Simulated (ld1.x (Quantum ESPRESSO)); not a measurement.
gold: variants of one TM potential

Base potential:

ld1.x (Quantum ESPRESSO) 7.5 input, shortened:

```
&input
   title='Au', zed=79., rel=1, dft='PBE', iswitch=3,
   config='[Xe] 4f14 5d10 6s1 6p0'
 /
 &inputp
   pseudotype=2, tm=.true., lloc=2,
   nlcc=.true.
 /
3
6S  1  0   1.00   0.00  2.05  2.05  0.0
6P  2  1   0.00   0.00  2.65  2.65  0.0
5D  3  2  10.00   0.00  2.35  2.35  0.0
 &test
   configts(1)='5d10 6s1 6p0'
 /
```

All-electron outer shells of the reference configuration (PBE, scalar-relativistic, ld1.x):

```tsv
shell	level (eV)	outermost node (bohr)	outermost maximum (bohr)
4f	-81.12	–	0.37
5p	-59.78	0.52	0.96
5d	-6.88	0.56	1.21
6s	-5.76	1.11	2.32
6p	-0.77	1.32	3.64
```

Cutoffs, loose and tight: the cutoffs (Ry, on a coarse ladder) from which the occupation-weighted sum of valence levels, in a spherical-Bessel basis at the reference potential, stays within 10 and 1 mRy of its value at 400 Ry. They do not see the model core or the augmentation charge, which bear on the density cutoff. Test errors are all-electron minus pseudo excitation energies from the reference, over the configurations 5d10 6s0 6p0; 5d9 6s0 6p0; 5d8 6s0 6p0; 5d9 6s2 6p0; 5d9 6s1 6p0; 5d9 6s1 6p1; 5d7 6s0 6p0. A dash means not determined; rows that change the core or the reference have their own tests. The largest error is taken over the tests solved by every variant that gives reliable tests at all: 5d10 6s0 6p0; 5d7 6s0 6p0; 5d8 6s0 6p0; 5d9 6s0 6p0; 5d9 6s1 6p0; 5d9 6s2 6p0.

A true bound ghost makes a file unfit for plane-wave use even where its test errors are small: the radial tests pick states by their node count and pass the ghost by. Where a test does run into it, the solver fails or the error is huge.

| change | outcome | cutoff, loose | cutoff, tight | bound ghosts | largest test error (meV) |
| --- | --- | --- | --- | --- | --- |
| base | generated | 40 Ry | 55 Ry | s, p | -559 |
| all radii but the core radius scaled by about 0.75 (s 1.54, p 1.98, d 1.76 bohr) | generated | 70 Ry | 120 Ry | s, p | -573 |
| all radii but the core radius scaled by about 0.86 (s 1.76, p 2.28, d 2.02 bohr) | generated | 45 Ry | 70 Ry | s, p | -548 |
| all radii but the core radius scaled by about 0.96 (s 1.98, p 2.56, d 2.26 bohr) | generated | 40 Ry | 55 Ry | s, p | -545 |
| all radii but the core radius scaled by about 1.06 (s 2.18, p 2.82, d 2.50 bohr) | generated | 35 Ry | 55 Ry | s | -565 |
| all radii but the core radius scaled by about 1.15 (s 2.36, p 3.06, d 2.72 bohr) | generated | 35 Ry | 50 Ry | s | -552 |
| all radii but the core radius scaled by about 1.29 (s 2.64, p 3.42, d 3.02 bohr) | generated | 30 Ry | 45 Ry | s | -441 |
| all radii but the core radius scaled by about 1.35 (s 2.76, p 3.58, d 3.18 bohr) | generated | 30 Ry | 45 Ry | s | -325 |

Reading the sweep of the scale of all radii but the core radius (base = 1) (base included, trends over the rows without a ghost): Bound ghosts are found at 0.75, 0.86, 0.96, 1, 1.06, 1.15, 1.29, 1.35. Every judged row has one, so this setting neither creates nor removes them.
